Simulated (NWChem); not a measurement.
# H$_{3}$O$_{2}$ cation; SMILES O[OH2+]

```xyz
5

O     -0.0015     0.8042    -0.1187
O      0.0011    -0.6410     0.0836
H      0.0126     1.1080     0.8299
H      0.8090    -0.9757    -0.4033
H     -0.8194    -0.9755    -0.3819
```
Atoms are numbered in this order, from 1.

All runs: NWChem. Pople sets run with spherical d functions. Coordinates come from a PBE-D3(BJ)/def2-SVP optimisation. Vzz is the largest principal value of the second derivative of the potential at the nucleus (NWChem prints the opposite sign); η is the asymmetry. Non-relativistic.

Q: What does the run give for B3LYP/6-31G*? Quantities: Vzz O1 (a.u.); η O1; Vzz O2 (a.u.); η O2.

A: The vzz O1 (a.u.) is 3.666 and the η O1 is 0.74. The vzz O2 (a.u.) is -1.872 and the η O2 comes out as 0.60.
